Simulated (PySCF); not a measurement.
Ga(NHMe)(OH)2 (CH6GaNO2), SMILES [OH][Ga]([NH]C)[OH]. Geometry: B3LYP-D3(BJ)/def2-SVP. One conformer was computed; it need not be the lowest.

Computed equilibrium geometry at B3LYP-D3(BJ)/def2-SVP (PySCF confirms it by a frequency run) as bond lengths and angles, and its point group (one conformer of several):
point group Cs.
Atoms: Ga1 N2 C3 H4 H5 H6 H7 O8 H9 O10 H11. Bonded distances (Å): Ga1–N2 1.812, Ga1–O8 1.787, Ga1–O10 1.792, N2–C3 1.452, N2–H4 1.014, C3–H5 1.107, C3–H6 1.107, C3–H7 1.100, O8–H9 0.965, O10–H11 0.965. Bond angles (°): N2–Ga1–O8 117.7, N2–Ga1–O10 125.2, O8–Ga1–O10 117.1, Ga1–N2–C3 125.5, Ga1–N2–H4 120.3, C3–N2–H4 114.2, N2–C3–H5 112.6, N2–C3–H6 112.6, N2–C3–H7 109.9, H5–C3–H6 107.3, H5–C3–H7 107.0, H6–C3–H7 107.0, Ga1–O8–H9 112.8, Ga1–O10–H11 114.6.
